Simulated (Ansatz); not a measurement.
`CC(Br)[TeH]` + `[SiH3][Al]1[CH2][O]1` → `[TeH][Al]1[CH2][O]1` + `CC([SiH3])Br`  (redistribution)

Gas-phase electronic energies from Ansatz, PBE0-D4/def2-TZVP geometries. CCSD(T)/CBS adds triple-zeta CCSD(T) − MP2 to the extrapolated MP2 energy (def2 sets, frozen cores). Functionals use def2-TZVPP. Elements past krypton have def2 core potentials. For Br, Te outer-core shells are correlated without core-valence functions, which leaves a few kJ/mol of doubt a bond. Scalar relativity is left out up to krypton.

```json
{"level": "B97M-V", "ΔE (kJ/mol)": "-123.5"}
{"level": "BHLYP-D4", "ΔE (kJ/mol)": "-137.6"}
{"level": "B2PLYP", "ΔE (kJ/mol)": "-132.0"}
{"level": "BLYP", "ΔE (kJ/mol)": "-120.0"}
{"level": "r2SCAN0", "ΔE (kJ/mol)": "-138.9"}
{"level": "CCSD(T)/def2-SVP", "ΔE (kJ/mol)": "-135.7"}
{"level": "HF/def2-TZVPP", "ΔE (kJ/mol)": "-149.2"}
{"level": "MP2/def2-QZVPP", "ΔE (kJ/mol)": "-136.8"}
```

(1) What does CCSD(T)/CBS give? (Estimate.)

Largest T1 diagnostic among the species: 0.017.

Results:

(1) Ansatz gave: -130.4 kJ/mol. The listed levels differ from it by 6.9, -7.2, -1.6, 10.4, -8.5, -5.3, -18.8, -6.4 kJ/mol.

From r2SCAN to r2SCAN0 (25 % exact exchange), in def2-TZVPP and without D4, ΔE moves by −6.3 kJ/mol. In def2-TZVPP, CCSD(T) changes the Hartree–Fock value by +18.5 kJ/mol (the triples alone add +2.6 kJ/mol) and MP2 by +11.9 kJ/mol.

CCSD(T)/CBS has its own doubt, a few kJ/mol and more with outer-core shells, so smaller differences from it don't rank the levels.
